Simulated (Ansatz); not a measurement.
The first iterations of a band of H2Se + H4OSi (9 atoms, charge 0, multiplicity 1).

Level of theory: UKS PBE-D4/def2-SVP in Ansatz 0.2.0.

```yaml
movable_images: 7
climbing_image: yes
spring: 5.0 eV/Å²
optimiser: quadratic models (default)
start_path: through a guess of the saddle point
force_threshold: 0.03 eV/Å
iteration_limit: 60
end_points: relaxed
```

Image 0:

```xyz
9
Properties=species:S:1:pos:R:3
Si -1.106 -0.894 0.354
H -0.145 -1.590 -0.586
H -2.456 -1.535 0.223
H -0.586 -1.126 1.754
O -1.307 0.728 -0.012
H 2.217 0.178 0.061
Se 1.997 1.628 -0.172
H -0.459 1.227 0.006
H 1.845 1.385 -1.628
```

Image 8:

```xyz
9
Properties=species:S:1:pos:R:3
Si -0.628 0.178 0.251
H 1.554 -2.799 -0.099
H -0.993 -0.837 -0.785
H -0.385 -0.453 1.596
O -1.908 1.263 0.242
H 1.729 -2.059 -0.224
Se 1.408 1.158 -0.204
H -1.787 2.042 0.815
H 1.010 1.508 -1.592
```

| iteration | highest image above the first end (eV) | largest band force component (eV/Å) |
| --- | --- | --- |
| 1 | 3.831 | 14.742 |
| 2 | 1.923 | 2.861 |
| 3 | 1.426 | 1.454 |
| 4 | 1.687 | 1.235 |
| 5 | 1.633 | 0.935 |
| 6 | 1.597 | 1.322 |

Task: Does the band converge within its limit, and where does its top end?

Result: The run converged. It ended after 18 iterations with the highest image 1.477 eV above the first end. A vibrational analysis at the climbing image gives one clearly imaginary mode, 894i cm⁻¹: a first-order saddle point. The orbitals stay closed-shell, which can raise the energy where a bond breaks towards radicals; this wasn't checked here.

The run took 5.3 min on 2 threads of Arm Neoverse V1 (shared host), peak memory 0.16 GiB.
